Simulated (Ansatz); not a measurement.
Consider the ligand exchange at the Si–O bond: `[SiH3]O[SiH2]S` + H–F → `F[SiH3]` + `O[SiH2]S`.

Isolated molecules relaxed with PBE0-D4/def2-TZVP in Ansatz; ΔE leaves out vibrations. CBS: MP2 limit from def2 TZ/QZ plus the TZ coupled-cluster correction, frozen cores. This one scheme is used for every species. One conformer a species, not always the lowest.

```
         species  CCSD(T)/CBS(def2) energy (Eh)
`[SiH3]O[SiH2]S`                    -1054.82682
             H–F                     -100.39570
       `F[SiH3]`                     -390.72345
      `O[SiH2]S`                     -764.50758
```

Question: Work out ΔE.

Answer: ΔE = (-390.72345) + (-764.50758) − (-1054.82682) − (-100.39570) = -0.00851 Eh = -22.3 kJ/mol.

Question: What do rigid-rotor, harmonic-oscillator terms from PBE0-D4/def2-TZVP frequencies (298.15 K, 1 bar) make of the CCSD(T)/CBS value? (Best estimate.)

Answer: The calculation gave: ΔZPE = +4.6 kJ/mol, ΔH = -21.6 kJ/mol, ΔS = -4 J/(mol·K), ΔG = -20.5 kJ/mol. Modes under 50 cm⁻¹ make the entropy rough.

Largest T1 diagnostic among the species: 0.011.

In def2-TZVPP, CCSD(T) changes the Hartree–Fock value by +8.3 kJ/mol (the triples alone add +1.0 kJ/mol) and MP2 by +9.6 kJ/mol. From PBE to PBE0 (25 % exact exchange), in def2-TZVPP and without D4, ΔE moves by +4.0 kJ/mol.
